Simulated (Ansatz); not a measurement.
`FC(F)C[SiH3]` → `CC(F)F` + `[SiH2]` at 700 K and 1 bar (silylene formation by 1,1-elimination).

Isolated molecules relaxed with PBE0-D4/def2-TZVP in Ansatz; ΔE leaves out vibrations. CBS: MP2 limit from def2 TZ/QZ plus the TZ coupled-cluster correction, frozen cores. This one scheme is used for every species. One conformer a species, not always the lowest.

```
       species  CCSD(T)/CBS energy (Eh)  H − E (kJ/mol)  S (J/(mol·K))
`FC(F)C[SiH3]`               -568.37460           275.4          453.8
      `CC(F)F`               -278.09861           210.5          357.9
      `[SiH2]`               -290.19011            56.3          240.4
```

H − E and S are ideal-gas, rigid-rotor, harmonic terms from PBE0-D4/def2-TZVP, for one conformer and one mirror image of each species. 1 Eh = 2625.50 kJ/mol, R = 8.31446 J/(mol·K).

Problem. By hand: ΔE, ΔH, ΔS and ΔG.

Solution. ΔE = (-278.09861) + (-290.19011) − (-568.37460) = 0.08588 Eh = 225.5 kJ/mol. Δ(H − E) = 210.5 + 56.3 − 275.4 = -8.6, so ΔH = 216.9 kJ/mol. ΔS = 357.9 + 240.4 − 453.8 = 144.5 J/(mol·K). ΔG = 216.9 − 700 × (144.5)/1000 = 115.8 kJ/mol.

Problem. By hand: the equilibrium constant, and the temperature at which ΔG would vanish if ΔH and ΔS stayed fixed.

Solution. log₁₀ K = −ΔG/(RT ln 10) = -8.6. ΔG = 0 at ΔH/ΔS = 1501 K.

The number of gas molecules changes by +1, which sets the sign of ΔS. A doubt of 5 kJ/mol in ΔE shifts log₁₀ K by 0.4 here. Other conformers and mirror images would add mixing entropy, several J/(mol·K) or more a flexible species. These are equilibria of isolated gas molecules and say nothing of rates. Largest T1 diagnostic: 0.014 (customary marks: 0.02 for closed shells, 0.045 for open ones).
